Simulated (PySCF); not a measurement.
**Nuclear repulsion and electron count by hand**

System: GeS, singlet, geometry from GFN2-xTB. Level: PBE0/def2-SVPD (PySCF). Sums are taken with unrounded values, so a last digit can differ.

Coordinates (Å):

```
atom        x        y         z
----  -------  -------  --------
Ge1   0.00000  0.00000  -0.67835
S2    0.00000  0.00000   1.35670
```

Problem. Work out the nuclear repulsion energy and the numbers of alpha and beta electrons.

Solution. In atomic units each pair adds Z_i Z_j / r_ij, with r in bohr (1 bohr = 0.529177 Å).
| pair | r (Å) | r (bohr) | Z_i Z_j | term (Eh) |
|---|---|---|---|---|
| Ge1-S2 | 2.0350 | 3.8457 | 512 | 133.1366 |
The sum is 133.1366 Eh; PySCF gives 133.1366 Eh. The atomic numbers add up to 48, so at charge +0 there are 48 electrons; multiplicity 1 means 0 unpaired, so 24 alpha and 24 beta.
